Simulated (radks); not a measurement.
Ba, configuration [Xe] 6s2.

All-electron calculation, scalar-relativistic Kohn-Sham, r2SCAN, spin-unpolarised, spherical densities, finite nucleus; meta-GGA in the generalised Kohn-Sham scheme; Fermi nuclear charge, rms radius 4.8378 fm. Program: a radial shooting solver on a logarithmic mesh with Libxc functionals.

Energy parts (eV):
part                      energy
total                 -221398.90
kinetic                233718.24
electron-nucleus      -535657.72
Hartree                 85929.47
exchange-correlation    -5388.89

Orbitals (lengths in bohr, moments of r in powers of bohr; r(max) is where P^2 peaks; r(90%) holds 90 % of the orbital's charge):
orbital,occ.,eigenvalue (eV),r(max),r(90%),<1/r>
1s,2,-37320.55,0.01642,0.0461,60.69
2s,2,-5917.535,0.09283,0.170,13.97
2p,6,-5303.187,0.07464,0.157,13.27
3s,2,-1256.400,0.2659,0.428,5.059
3p,6,-1058.254,0.2603,0.434,4.792
3d,10,-770.8013,0.2154,0.417,4.534
4s,2,-249.4364,0.6252,0.968,2.077
4p,6,-185.1571,0.6536,1.04,1.915
4d,10,-91.5151,0.6951,1.21,1.652
5s,2,-34.8137,1.476,2.37,0.7977
5p,6,-19.4629,1.672,2.81,0.6775
6s,2,-3.2670,4.230,7.12,0.2540

The highest occupied level is 6s at -3.267 eV. The density falls to 0.001 e/bohr^3 at r = 5.56 bohr. Summed over all electrons, <r^2> = 98.64 bohr^2, which gives a Langevin (diamagnetic) susceptibility term of -78.1 x 10^-6 cm^3/mol.
